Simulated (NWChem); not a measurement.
C([SiH3])=C=C (C3H6Si), optimised at B3LYP/6-31G* with NWChem:

```
Property                           Result
---------------------------------  ------
highest occupied level (eV)         -7.03
orbital gap (eV)                     6.96
dipole (D)                           0.61
highest harmonic frequency (cm⁻¹)    3225
zero-point energy (kcal/mol)         44.8
```

All stand in one matching conformer (torsions within 35°), which need not be the lowest. Pople sets run with spherical d functions.

Problem. One H atom is replaced by Cl, giving C=C=C[SiH2]Cl (C$_{3}$H$_{5}$ClSi), optimised at the same level. How do these values move?

Solution. 
| quantity | new value | change |
|---|---|---|
| highest occupied level (eV) | -7.35 | -0.32 |
| orbital gap (eV) | 6.59 | -0.37 |
| dipole (D) | 2.50 | +1.89 |
| highest harmonic frequency (cm⁻¹) | 3230 | +5 |
| zero-point energy (kcal/mol) | 41.3 | -3.5 |
